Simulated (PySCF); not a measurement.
Two species compared at the same levels of theory.

First species: 2-chloropentane, C5H11Cl.
InChI=1S/C5H11Cl/c1-3-4-5(2)6/h5H,3-4H2,1-2H3/t5-/m1/s1

Second species: C₅H₁₁PS.
Atom-mapped SMILES: `[CH2:1]=[CH:2][CH2:3][PH:4][CH2:5][S:6][CH3:7]` (hydrogens: H8, H9 on C1; H10 on C2; H11, H12 on C3; H13 on P4; H14, H15 on C5; H16, H17, H18 on C7)

Cartesian coordinates in Å at the GFN2-xTB level; atoms count from 1:
```
atom  x, y, z in Å
C1    -1.6126    1.7843    0.0598
C2    -2.3086    0.6930   -0.1924
C3    -1.8613   -0.4236   -1.0817
P4    -0.0423   -0.3752   -1.4912
C5     0.5814   -0.9763    0.1640
S6     2.3155   -1.5179    0.0933
C7     3.0980    0.0718   -0.2801
H8    -1.9830    2.5683    0.6977
H9    -0.6375    1.9376   -0.3799
H10   -3.2889    0.5551    0.2486
H11   -2.4029   -0.3643   -2.0337
H12   -2.1107   -1.3884   -0.6255
H13   -0.0365   -1.6491   -2.0758
H14    0.0105   -1.8409    0.5064
H15    0.5001   -0.1758    0.9036
H16    4.1636   -0.1137   -0.3651
H17    2.9030    0.7691    0.5303
H18    2.7032    0.4523   -1.2194
```

Levels: B3LYP/def2-SVPD for dipole moment, HOMO energy, LUMO energy, HOMO–LUMO gap, static isotropic polarisability and electronic spatial extent ⟨r²⟩ about the centre of nuclear charge; TDDFT B3LYP/def2-SVPD for lowest singlet excitation; TDA B3LYP/def2-SVPD for lowest triplet excitation (Tamm–Dancoff); GFN2-xTB for rotational constant A and rotational constant C. Geometries: GFN2-xTB. All species are isolated and taken at one optimised geometry, non-relativistic unless stated; the electronic structure was computed with PySCF and density fitting.

The conformers computed, where there is a choice (atom-mapped SMILES and torsion angles):
- `[CH3:1][CH2:2][CH2:3][C@@H:4]([CH3:5])[Cl:6]`: C1–C2–C3–C4 -177°, C2–C3–C4–C5 175°
- `[CH2:1]=[CH:2][CH2:3][PH:4][CH2:5][S:6][CH3:7]`: C1–C2–C3–P4 15°, C2–C3–P4–C5 75°, C3–P4–C5–S6 164°, P4–C5–S6–C7 65°

Values for the first species:

```
Dipole moment                                                     : 2.09 D
HOMO energy                                                       : -8.01 eV
LUMO energy                                                       : 0.44 eV
HOMO–LUMO gap                                                     : 8.45 eV
Lowest singlet excitation                                         : 7.22 eV
Lowest triplet excitation (Tamm–Dancoff)                          : 6.61 eV
Static isotropic polarisability                                   : 77.2 au
Electronic spatial extent ⟨r²⟩ about the centre of nuclear charge : 1009 bohr²
Rotational constant A                                             : 4.446 GHz
Rotational constant C                                             : 1.219 GHz
```

Task: Estimate the same properties for the second species, and the change in each.

Result: 
| property | first | second | second less first |
| --- | --- | --- | --- |
| dipole moment | 2.09 D | 1.56 D | -0.53 D |
| HOMO energy | -8.01 eV | -6.01 eV | +2.00 eV |
| LUMO energy | 0.44 eV | -0.27 eV | -0.71 eV |
| HOMO–LUMO gap | 8.45 eV | 5.74 eV | -2.71 eV |
| lowest singlet excitation | 7.22 eV | 4.93 eV | -2.29 eV |
| lowest triplet excitation (Tamm–Dancoff) | 6.61 eV | 4.50 eV | -2.11 eV |
| static isotropic polarisability | 77.2 au | 108.3 au | +31.1 au |
| electronic spatial extent ⟨r²⟩ about the centre of nuclear charge | 1009 bohr² | 1507 bohr² | +498 bohr² |
| rotational constant A | 4.446 GHz | 3.422 GHz | -1.024 GHz |
| rotational constant C | 1.219 GHz | 0.809 GHz | -0.410 GHz |

On the first: No computed singlet falls in the visible range (750 to 380 nm, 1.65 to 3.26 eV); S1 lies 3.96 eV above its blue end. In wavenumbers S1 is 58200 cm⁻¹ (1 eV = 8065.54 cm⁻¹).

On the second: S1 lies 0.81 eV below the HOMO–LUMO gap; its leading configuration is HOMO→LUMO, weight 0.65. The polarisability is 16.05 Å³ as a volume (1 au = 0.148185 Å³), or 1.50 au for each of the 72 electrons.
